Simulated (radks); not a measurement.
Values are calculated unless marked as measured or tabulated.
Problem. Radial electron density D(r) = 4 pi r^2 rho(r) of an atom or ion with 17 electrons. Level of theory: scalar-relativistic Kohn-Sham, BLYP, spin-unpolarised, spherical densities, point nucleus (a radial shooting solver on a logarithmic mesh with Libxc functionals).

```
   r/bohr * D(r) (the largest magnitude, 21, reaches the edge; | marks zero)
 0.005097 |  *
 0.006479 |   *
 0.008237 |      *
  0.01047 |         *
  0.01331 |             *
  0.01692 |                   *
  0.02151 |                           *
  0.02735 |                                   *
  0.03477 |                                            *
   0.0442 |                                                  *
  0.05618 |                                                      *
  0.07142 |                                                    *
   0.0908 |                                              *
   0.1154 |                                       *
   0.1467 |                                     *
   0.1865 |                                          *
   0.2371 |                                                   *
   0.3015 |                                                      *
   0.3832 |                                              *
   0.4872 |                              *
   0.6193 |                *
   0.7873 |           *
    1.001 |            *
    1.272 |             *
    1.617 |          *
    2.056 |     *
    2.614 | *
    3.323 |*
    4.224 *
     5.37 *
```

What is the nuclear charge?

Solution. Z = 18. The innermost maximum, from 1s, lies near gamma/Z bohr with gamma = sqrt(1 - (Z/c)^2) = 0.991, here 0.0551 bohr (found: 0.0585), and its height grows with Z. The density is that of the argon ion Ar+ in [Ne] 3s2 3p5; the configuration itself is not fixed sharply by these data, and Z only to about a unit. D(r) has 3 maxima, at r = 0.0585, 0.290, 1.19 bohr, and minima at 0.141, 0.800 bohr, inside which lie 2.17, 10.36 electrons.
